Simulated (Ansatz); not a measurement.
Ansatz (an electronic-structure program) input (CCSD(T)/aug-cc-pVDZ):

Ansatz 0.2 input:
```yaml
crystal:
  periodic: [false, false, false]
  atoms:
    - {symbol: Ge, position_ang: [-0.03721180, -0.02889938, 0.04351194]}
    - {symbol: O, position_ang: [1.23717138, 0.29495245, -1.01494530]}
    - {symbol: O, position_ang: [-1.33526647, -0.13651414, 0.97754030]}
    - {symbol: H, position_ang: [1.97553829, -0.34272630, -1.09314226]}
basis:
  gaussian:
    orbitals: aug-cc-pVDZ
total_charge: 1
magnetization: {spin_polarized: false}
correlation: {method: ccsd_t, electrons: outside_noble_gas}
output: {forces: true}
```

End of the output:

```
integrals: 0.10 GiB planned
930 factors; integrals over basis functions are off by at most 8.3e-4 eV
mean field: 0.33 GiB planned
mean field evaluation 1: about -60541.6719 eV, gradient 7.9e1 eV
mean field evaluation 2: about -60541.6743 eV, gradient 7.9e1 eV
mean field evaluation 4: about -60552.9410 eV, gradient 1.4e1 eV
mean field evaluation 8: about -60553.3425 eV, gradient 4.8e-1 eV
mean field evaluation 16: about -60552.9373 eV, gradient 1.4e1 eV
mean field -60553.34469403 eV, -2225.2943729743 hartree, gradient 2.2e-6 eV, S^2 0.000000; 0 other end points of the search recorded, 0 dependent functions left out
16 core orbitals not correlated
reference -60553.34469403 eV, -2225.2943729743 hartree; 8, 8 occupied and 67, 67 virtual orbitals, 930 factors
densities: 0.33 GiB planned
second order -13.66073872 eV of doubles, -0.00000000 eV of singles
coupled cluster: 0.25 GiB planned
cycle   1  -12.70088660 eV  change    9.6e-1 eV  update   1.8e-1
cycle   2  -13.30560190 eV  change   -6.0e-1 eV  update   8.7e-2
cycle   3  -13.48009719 eV  change   -1.7e-1 eV  update   3.5e-2
cycle   4  -13.48963753 eV  change   -9.5e-3 eV  update   1.3e-2
cycle   5  -13.47720626 eV  change    1.2e-2 eV  update   3.7e-3
cycle   6  -13.47890469 eV  change   -1.7e-3 eV  update   1.8e-3
cycle   7  -13.47875345 eV  change    1.5e-4 eV  update   6.8e-4
cycle   8  -13.47832224 eV  change    4.3e-4 eV  update   3.0e-4
cycle   9  -13.47849946 eV  change   -1.8e-4 eV  update   9.1e-5
cycle  10  -13.47851214 eV  change   -1.3e-5 eV  update   2.8e-5
cycle  11  -13.47848907 eV  change    2.3e-5 eV  update   1.2e-5
cycle  12  -13.47849517 eV  change   -6.1e-6 eV  update   6.1e-6
cycle  13  -13.47849979 eV  change   -4.6e-6 eV  update   3.7e-6
perturbative correction -0.61710063 eV, -0.0226780300 hartree
the calculation of the forces begins
Total energy: -60567.44029445 eV, -2225.8123767354 hartree
Atom 0 at    -0.037212    -0.028899     0.043512 Å, force     0.569265    -0.061417    -0.339205 eV/Å
Atom 1 at     1.237171     0.294952    -1.014945 Å, force     0.742357     0.245162    -0.653212 eV/Å
Atom 2 at    -1.335266    -0.136514     0.977540 Å, force    -1.363633    -0.129348     0.991781 eV/Å
Atom 3 at     1.975538    -0.342726    -1.093142 Å, force     0.052011    -0.054397     0.000637 eV/Å
Dipole moment:     0.726148    -0.212536    -0.345688 e Å
```

It need not be the lowest isomer of its formula.
